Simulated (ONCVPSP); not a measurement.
## calcium (Ca) ONCV: all-electron and pseudo phase curves

ONCVPSP 4.0.1 input, shortened (lines: element, Z, core and valence counts, functional; n l f; lmax; l rc ep ncon nbas qcut; lloc lpopt rc5 dvloc0; l nproj debl; icmod fcfact rcfact), LDA (Perdew-Zunger), scalar-relativistic:

```
  Ca 20.00    4    2        3      upf
    1    0    2.00
    2    0    2.00
    2    1    6.00
    3    0    2.00
    3    1    6.00
    4    0    2.00
    3
    0    2.65    0.00    4    8    2.30
    1    1.70    0.00    4    8    7.10
    2    2.90    0.05    5    9    3.40
    3    2.90    0.05    4    8    4.10
    4    4    1.60    3.00
    0    2    2.60
    1    1    3.40
    2    2    2.80
    3    2    2.70
    0    0.00    0.00
```

In the d channel the program set the typed energies aside and used -0.078, 2.722 Ha.

The phase is arctan(r·R′/R) of the radial function R(r), unwrapped; energies in Ha, scanned from -3 to 5 Ha. A pole is an energy at which the radial function vanishes at the test radius. The pseudo phase is shifted by a multiple of π to meet the all-electron one at the reference energy, and phase errors are pseudo minus all-electron; the curves can meet again beyond the range given. Levels narrower than the energy grid can be missing from the lists of poles.

| channel | radius (bohr) | reference energy (Ha) | poles, all-electron | poles, pseudo | unbroken range about the reference energy with phases within 0.05 rad | phase error 1 Ha above the reference energy (rad) |
| --- | --- | --- | --- | --- | --- | --- |
| s | 2.69 | -0.14 | -1.69, 1.36 | 1.28, 2.73 | -1.3 to 2.6 | -0.015 |
| p | 1.73 | -1.03 | -0.30 | -0.28 | below 1.3 | +0.006 |
| d | 2.95 | -0.08 | 0.08, 1.89 | 0.09, 1.97 | below 0.3 | +0.261 |
| f | 2.95 | 0.05 | 1.71, 4.35 | 1.71, 4.47 | the whole range | +0.001 |

Note: no bound ghost flagged; GHOST(+) flagged for s at 74.1 eV.

Phases in the f channel:

```
E (Ha)  all-electron  pseudo
 -2.98         1.421   1.421
 -2.54         1.408   1.408
 -2.10         1.392   1.392
 -1.66         1.371   1.371
 -1.22         1.341   1.341
 -0.78         1.295   1.295
 -0.34         1.210   1.210
  0.10         1.004   1.004
  0.54         0.096   0.097
  0.98        -1.173  -1.171
  1.42        -1.472  -1.471
  1.86        -1.617  -1.616
  2.30        -1.806  -1.804
  2.74        -3.105  -3.105
  3.18        -4.444  -4.441
  3.62        -4.606  -4.601
  4.06        -4.677  -4.669
  4.50        -4.730  -4.715
  4.94        -4.786  -4.756
```
